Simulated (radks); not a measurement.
Removal energies from the samarium ion Sm7+, [Kr] 4d10 4f(5/2: 2, 7/2: 0) 5s2 5p(1/2: 2, 3/2: 3), by Delta-SCF beside the eigenvalue of the level emptied. Method: Dirac Kohn-Sham, relativistic LDA (MacDonald-Vosko exchange, VWN5 correlation), spin-unpolarised, spherical densities, finite nucleus; Fermi nuclear charge, rms radius of each element as measured or else 0.836 A^(1/3) + 0.57 fm; computed with a radial shooting solver on a logarithmic mesh with Libxc functionals. Sub-shells are occupied by j as written (lower j first in brackets).

| removed from | final configuration | Delta-SCF (eV) | -eigenvalue (eV) |
|---|---|---|---|
| 5p3/2 | [Kr] 4d10 4f(5/2: 2, 7/2: 0) 5s2 5p(1/2: 2, 3/2: 2) | 119.82 | 111.95 |
| 5p1/2 | [Kr] 4d10 4f(5/2: 2, 7/2: 0) 5s2 5p(1/2: 1, 3/2: 3) | 125.69 | 117.53 |
| 4f5/2 | [Kr] 4d10 4f(5/2: 1, 7/2: 0) 5s2 5p(1/2: 2, 3/2: 3) | 128.87 | 115.83 |
| 5s1/2 | [Kr] 4d10 4f(5/2: 2, 7/2: 0) 5s1 5p(1/2: 2, 3/2: 3) | 147.22 | 138.58 |
